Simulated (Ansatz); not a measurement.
The same path of BH₄NOTe (8 atoms, charge 0, multiplicity 1) was run twice with different band settings. The coordinate that changes most is the dihedral H6–N1–B2–Te4.

All numbers below come from RKS PBE0-D4/def2-SVP in Ansatz.

Relaxed end points:

```xyz
8
Properties=species:S:1:pos:R:3
N -0.289 0.955 -0.101
B 0.388 -0.265 0.057
O 1.732 -0.390 0.241
Te -0.671 -2.189 0.027
H 0.176 1.855 -0.091
H -1.287 1.018 -0.235
H 2.208 0.447 0.257
H -2.163 -1.487 -0.212
```

```xyz
8
Properties=species:S:1:pos:R:3
N -0.490 1.061 0.048
B 0.407 -0.011 0.010
O 1.736 0.236 -0.169
Te -0.309 -2.092 0.261
H -1.472 0.976 0.257
H -0.164 2.009 -0.093
H 2.275 -0.545 -0.314
H -1.891 -1.691 -0.056
```

Common settings: movable images 7; climbing image yes; spring 5.0 eV/Å²; optimiser quadratic models (default); start path IDPP; end points relaxed.

| run | force threshold | iteration limit |
| --- | --- | --- |
| 1 | 0.05 eV/Å | 45 |
| 2 | 0.5 eV/Å | 56 |

Question: What does each run give, and how far can it be trusted?

Answer: Run 1: converged after 18 iterations, highest image 0.480 eV above the first end. The profile has 2 maxima (images 3, 6) with wells between them (image 5): this band takes more than one step, which may be the mechanism or a detour left from its start path. A vibrational analysis at the climbing image gives one clearly imaginary mode, 351i cm⁻¹: a first-order saddle point.
Run 2: converged after 10 iterations, highest image 0.481 eV above the first end. The threshold of 0.5 eV/Å is loose, so the images may lie well off the minimum-energy path. The profile has 2 maxima (images 3, 6) with wells between them (image 5): this band takes more than one step, which may be the mechanism or a detour left from its start path. Another band between the same ends (7 images) ends at a top of the same energy, where a vibrational analysis finds 1 clearly imaginary mode.
